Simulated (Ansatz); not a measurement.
Ideal-gas functions of BF₄HSi, SMILES `FB[Si](F)(F)F` at 800 K and 1 bar, from an Ansatz frequency run at PBE0-D4/def2-TZVP.

Molar mass 115.9 g/mol, point group Cs (symmetry number 1), electronic degeneracy 1, moments of inertia 128.226, 271.023, 276.022 u Å². Harmonic wavenumbers (cm⁻¹, unscaled): 30, 118, 172, 261, 306, 322, 422, 622, 791, 870, 967, 974, 1111, 1352, 2614.

Use S(trans) = R[1.5 ln M + 2.5 ln T − 1.1517]; rotational temperatures θ = 24.2544 K / I; S(rot) = R[ln(√π/σ · √(T³/θAθBθC)) + 1.5]; for each mode x = 1.438777 ν̃/T, S = R[x/(eˣ − 1) − ln(1 − e⁻ˣ)] and H = RT x/(eˣ − 1); 1 cm⁻¹ = 0.0119627 kJ/mol; R = 8.31446 J/(mol·K).

Q: By hand: the entropy, in J/(mol·K).

A: Translation 188.6. Rotation: θ = 0.1892, 0.0895, 0.0879 K, giving 127.7. Vibration, mode by mode: 32.59, 21.22, 18.10, 14.68, 13.38, 12.97, 10.80, 7.80, 6.05, 5.39, 4.69, 4.64, 3.82, 2.71, 0.43, in all 159.3. Electronic 0.0. Sum 475.6 J/(mol·K).

Q: By hand: H − E and G − E in kJ/mol, counted from the electronic energy.

A: Zero-point energy ½ × 10932 × 0.0119627 = 65.4; thermal vibration 55.9; translation, rotation and pV give 4 RT = 26.6. H − E = 147.9 kJ/mol, and G − E = 147.9 − 800 × 475.6/1000 = -232.6 kJ/mol.

Vibration gives 33 % of the entropy, 53.8 J/(mol·K) of it from the modes under 150 cm⁻¹: soft modes count most, and the harmonic formula is weakest for them. The sum counts one conformer and one mirror image; others add a mixing term.
